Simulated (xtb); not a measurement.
LiCl, SMILES [Li][Cl]. All values are semi-empirical tight-binding results from xtb (GFN2-xTB unless named), good for trends rather than for accurate numbers. Geometry: GFN2-xTB.

For metal compounds this method's bond lengths and energies can be far off.

```
Quantity                      Result
---------------------------  -------
point group as xtb finds it      C∞v
orbital gap                  3.96 eV
```
